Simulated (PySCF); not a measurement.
**BeH2: breathing scan**

These are results of PBE0/[Be def2-TZVP, H def2-TZVP], no relativity, density fitting, PySCF, not measurements.

Rigid scan from the singlet minimum (Be–H 1.339 Å (×2); H–Be–H 180.0°). Coordinate: all bonds to the central atom scaled together. Energies in kJ/mol from the minimum.

```tsv
scale of all bonds to the centre	E (kJ/mol)
0.88	46.5
0.92	19.1
0.96	4.4
1.00	0.0
1.04	3.9
1.08	14.4
1.14	39.9
1.22	86.7
1.35	180.3
```

Other isomers or separated fragments may lie lower.
